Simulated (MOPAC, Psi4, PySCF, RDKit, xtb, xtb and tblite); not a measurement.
Relaxed torsion scan: C₉H₈S₂, SMILES Cc1ccsc1-c1ccsc1. Scanned: dihedral S5–C6–C7–C8; all other coordinates were relaxed at GFN2-xTB. Points at φ and −φ are mirror images.

Geometry of the scan point at -120° (Å):
```
19

C      1.5240    -1.2864     0.9665
C      1.3635     0.0060     0.2349
C      2.4503     0.8674    -0.0648
C      2.0789     1.9811    -0.7407
S      0.3869     2.0208    -1.0425
C      0.1777     0.4880    -0.2446
C     -1.1543    -0.0725    -0.0856
C     -1.7479    -0.3678     1.1749
C     -3.0170    -0.8246     1.0593
S     -3.5355    -0.8974    -0.5799
C     -2.0198    -0.2983    -1.1157
H      2.3450    -1.8596     0.5387
H      0.6137    -1.8778     0.9108
H      1.7562    -1.1004     2.0154
H      3.4655     0.6525     0.2191
H      2.6920     2.7895    -1.0863
H     -1.2369    -0.2361     2.1115
H     -3.6923    -1.1190     1.8378
H     -1.8445    -0.1506    -2.1628
```

Methods: GFN2-xTB (xtb and tblite); MMFF94 // GFN2-xTB (RDKit); B3LYP/def2-SVP // GFN2-xTB (Psi4); B3LYP-D3(BJ)/def2-SVP // GFN2-xTB (Psi4); PBE/def2-SVP // GFN2-xTB (Psi4); PBE-D3(BJ)/def2-SVP // GFN2-xTB (Psi4); UFF // GFN2-xTB (RDKit); PM7, restricted, heats of formation // GFN2-xTB (MOPAC); GFN1-xTB // GFN2-xTB (xtb); RKS-B3LYP/6-31G* = restricted B3LYP/6-31G*, spherical d, density fitting // GFN2-xTB in PySCF 2.14.0; RHF/3-21G = PySCF with restricted Hartree-Fock/3-21G, density fitting // GFN2-xTB; RHF/STO-3G = restricted Hartree-Fock/STO-3G // GFN2-xTB (PySCF); RKS-LDA (SVWN5)/6-31G* = restricted LDA (SVWN5)/6-31G*, spherical d, density fitting // GFN2-xTB in PySCF 2.14.0.

Least-squares fit of E(φ) = a0 + Σ (a_n cos nφ + b_n sin nφ), n = 1 to 4, to the 18 scan points, in kcal/mol above the lowest point of each profile (levels whose profile four harmonics don't fit are not listed):

```json
[
 {"method": "GFN2-xTB", "a0": "1.01", "a1": "-0.15", "b1": "0.00", "a2": "-1.13", "b2": "0.00", "a3": "-0.09", "b3": "0.00", "a4": "0.51", "b4": "0.00", "rms of fit": "0.04"},
 {"method": "MMFF94", "a0": "7.55", "a1": "0.23", "b1": "0.00", "a2": "-8.31", "b2": "0.00", "a3": "0.00", "b3": "0.00", "a4": "1.21", "b4": "0.00", "rms of fit": "0.16"},
 {"method": "B3LYP/def2-SVP", "a0": "0.68", "a1": "-0.24", "b1": "0.00", "a2": "-0.54", "b2": "0.00", "a3": "-0.14", "b3": "0.00", "a4": "0.52", "b4": "0.00", "rms of fit": "0.05"},
 {"method": "B3LYP-D3(BJ)/def2-SVP", "a0": "0.82", "a1": "-0.26", "b1": "0.00", "a2": "-0.75", "b2": "0.00", "a3": "-0.13", "b3": "0.00", "a4": "0.59", "b4": "0.00", "rms of fit": "0.05"},
 {"method": "PBE/def2-SVP", "a0": "0.91", "a1": "-0.24", "b1": "0.00", "a2": "-0.88", "b2": "0.00", "a3": "-0.13", "b3": "0.00", "a4": "0.52", "b4": "0.00", "rms of fit": "0.04"},
 {"method": "PBE-D3(BJ)/def2-SVP", "a0": "0.98", "a1": "-0.25", "b1": "0.00", "a2": "-0.98", "b2": "0.00", "a3": "-0.12", "b3": "0.00", "a4": "0.56", "b4": "0.00", "rms of fit": "0.04"},
 {"method": "UFF", "a0": "1.57", "a1": "0.10", "b1": "0.00", "a2": "-0.93", "b2": "0.00", "a3": "-0.08", "b3": "0.00", "a4": "1.31", "b4": "0.00", "rms of fit": "0.19"},
 {"method": "PM7", "a0": "0.63", "a1": "-0.17", "b1": "0.00", "a2": "0.91", "b2": "0.00", "a3": "-0.07", "b3": "0.00", "a4": "0.54", "b4": "0.00", "rms of fit": "0.10"},
 {"method": "GFN1-xTB", "a0": "1.05", "a1": "-0.17", "b1": "0.00", "a2": "-1.18", "b2": "0.00", "a3": "-0.04", "b3": "0.00", "a4": "0.47", "b4": "0.00", "rms of fit": "0.04"},
 {"method": "RKS-B3LYP/6-31G*", "a0": "0.72", "a1": "-0.26", "b1": "0.00", "a2": "-0.29", "b2": "0.00", "a3": "-0.15", "b3": "0.00", "a4": "0.59", "b4": "0.00", "rms of fit": "0.08"},
 {"method": "RHF/3-21G", "a0": "0.61", "a1": "-0.32", "b1": "0.00", "a2": "0.94", "b2": "0.00", "a3": "-0.16", "b3": "0.00", "a4": "0.54", "b4": "0.00", "rms of fit": "0.12"},
 {"method": "RHF/STO-3G", "a0": "0.75", "a1": "-0.28", "b1": "0.00", "a2": "-0.15", "b2": "0.00", "a3": "-0.08", "b3": "0.00", "a4": "0.55", "b4": "0.00", "rms of fit": "0.08"},
 {"method": "RKS-LDA (SVWN5)/6-31G*", "a0": "1.44", "a1": "-0.29", "b1": "0.00", "a2": "-1.51", "b2": "0.00", "a3": "-0.14", "b3": "0.00", "a4": "0.63", "b4": "0.00", "rms of fit": "0.05"}
]
```
